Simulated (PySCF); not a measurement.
Molecule (SMILES): [SiH][SiH3] (SiH-SiH3) (closed-shell singlet).
Geometry (B3LYP-D3(BJ)/def2-TZVP, fixed):
```xyz
6

Si     0.0071     1.0500     0.8096
H     -0.4184     1.8608    -0.4081
Si     0.0198    -0.9006    -0.5838
H      0.9769    -0.6998    -1.7070
H     -1.3363    -1.1013    -1.1659
H      0.4013    -2.1512     0.1194
```

Basis-set convergence of the mean static polarisability at PBE with PySCF. All functions are spherical. Density fitting with generated auxiliary sets. In sets without p functions on hydrogen, species with hydrogen take exact integrals. No added dispersion term, no relativity. Reference: the value in aug-pcseg-2, 71.20 bohr³, itself unsure by roughly 0.2 % (its distance from aug-cc-pV(T+d)Z). Deviations are taken from unrounded values.

```tsv
basis	functions	mean static polarisability (bohr³)
6-31G*	44	56.22
6-31+G*	52	61.79
def2-SVP	56	58.70
def2-SVPD	80	68.97
pcseg-1	56	60.37
aug-pcseg-1	90	70.11
cc-pV(D+d)Z	66	60.44
aug-cc-pV(D+d)Z	100	70.94
6-311G**	76	61.78
6-311+G**	84	64.61
def2-TZVP	98	65.62
def2-TZVPD	122	70.76
pcseg-2	124	64.84
aug-pcseg-2	192	71.20
cc-pV(T+d)Z	134	65.76
aug-cc-pV(T+d)Z	202	71.38
def2-TZVPP	140	65.94
def2-TZVPPD	164	70.89
def2-QZVPP	260	69.38
def2-QZVPPD	284	71.40
```

What the diffuse functions change, pair by pair:
- 6-31G* to 6-31+G*: 8 more functions, deviation -21.0 to -13.2 %
- def2-SVP to def2-SVPD: 24 more functions, deviation -17.6 to -3.1 %
- pcseg-1 to aug-pcseg-1: 34 more functions, deviation -15.2 to -1.5 %
- cc-pV(D+d)Z to aug-cc-pV(D+d)Z: 34 more functions, deviation -15.1 to -0.4 %
- 6-311G** to 6-311+G**: 8 more functions, deviation -13.2 to -9.3 %
- def2-TZVP to def2-TZVPD: 24 more functions, deviation -7.8 to -0.6 %
- pcseg-2 to aug-pcseg-2: 68 more functions, deviation -8.9 to 0.0 %
- cc-pV(T+d)Z to aug-cc-pV(T+d)Z: 68 more functions, deviation -7.6 to 0.2 %
- def2-TZVPP to def2-TZVPPD: 24 more functions, deviation -7.4 to -0.4 %
- def2-QZVPP to def2-QZVPPD: 24 more functions, deviation -2.6 to 0.3 %

Leaving out the reference's own pair, they bring the value nearer the reference by more than 0.2 % in 9 of 9 pairs.
